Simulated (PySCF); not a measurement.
SiClH2I, SMILES Cl[SiH2]I.

Coordinates come from a r2SCAN-D4/def2-SVP optimisation. The def2 effective core potentials stand for the cores of I; spin–orbit coupling is left out.

Method: TDDFT-ωB97X/def2-SVPD (PySCF).

Vertical excitations. The molecule is in vacuum. State labels are in the subgroup Cs.

```
state  symmetry  energy (eV)  λ (nm)      f                                                                 main pairs
-----  --------  -----------  ------  -----  -------------------------------------------------------------------------
S1           A"         5.63     220  0.006                                                             HOMO→LUMO 94 %
S2           A'         5.75     216  0.008                                                           HOMO−1→LUMO 92 %
S3           A"         6.82     182  0.002                                                           HOMO→LUMO+1 89 %
S4           A'         7.05     176  0.005                                       HOMO−1→LUMO+1 75 %, HOMO−2→LUMO 14 %
S5           A"         7.47     166  0.087                                                           HOMO→LUMO+2 87 %
S6           A'         7.53     165  0.131  HOMO−2→LUMO 49 %, HOMO−2→LUMO+1 15 %, HOMO→LUMO+6 11 %, HOMO−1→LUMO+1 7 %
S7           A'         7.56     164  0.115                                                         HOMO−1→LUMO+2 82 %
S8           A"         7.57     164  0.002                                       HOMO−3→LUMO 73 %, HOMO−3→LUMO+1 16 %
S9           A"         7.92     157  0.003                                     HOMO−1→LUMO+6 49 %, HOMO−1→LUMO+4 44 %
S10          A'         7.93     156  0.002                     HOMO−2→LUMO+1 53 %, HOMO→LUMO+6 18 %, HOMO→LUMO+4 15 %
T1           A"         5.18     239      0                                                             HOMO→LUMO 91 %
T2           A'         5.24     236      0                                                           HOMO−1→LUMO 91 %
T3           A'         6.47     192      0                                       HOMO−2→LUMO 68 %, HOMO−1→LUMO+1 13 %
T4           A"         6.67     186      0                                                           HOMO→LUMO+1 85 %
```
Triplets are in the Tamm–Dancoff approximation, which puts them higher than full response would, so one can lie above its singlet here.
